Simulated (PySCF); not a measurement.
Species: C2H7GePSi.
Atom-mapped SMILES: `[PH2:1][SiH2:2][C:3]#[C:4][GeH3:5]` (hydrogens: H6, H7 on P1; H8, H9 on Si2; H10, H11, H12 on Ge5)

Computed, not measured: PBE0-D3(BJ)/def2-SVP geometry optimisation, gas phase in PySCF 2.14.0.

Q: What internal coordinates does the optimisation give?

A: 
```csv
bond,length (Å),order
P1–Si2,2.264,single
Si2–C3,1.833,single
C3≡C4,1.225,triple
C4–Ge5,1.903,single
"P1–H6, P1–H7",1.429,single
"Si2–H8, Si2–H9",1.492,single
"Ge5–H10, Ge5–H11, Ge5–H12",1.535,single
```

Bonds in one row agree within 0.01 Å and their mean is given. Orders are formal, as drawn. A selection of angles:
```csv
angle,degrees
Si2–P1–H6,93.0
H6–P1–H7,93.5
P1–Si2–C3,112.3
P1–Si2–H8,108.3
C3–Si2–H8,109.4
H8–Si2–H9,109.2
Si2–C3–C4,177.7
C3–C4–Ge5,179.6
C4–Ge5–H10,108.7
H10–Ge5–H11,110.3
```

The 5 heavy atoms lie in one plane (0.002 Å rms). Ge5 (germanium bonded to C and 3 H) is tetrahedral (angles from 108.6° to 110.3°). P1 (three-coordinate phosphorus) is pyramidal (angles 93.5°, 93.0° and 93.0°, sum 279.5°, 0.87 Å off the plane of its three neighbours). Si2 (SiH2 silicon) is tetrahedral (angles from 108.3° to 112.3°).

Point group: near Cs, missed by 0.40 Å at most; the miss may be what the optimiser left on a soft mode. PBE0-D3(BJ)/def2-SVP frequencies: not computed here. One conformer, not necessarily the lowest (H–P1–Si2–C3 -47° and 47°).
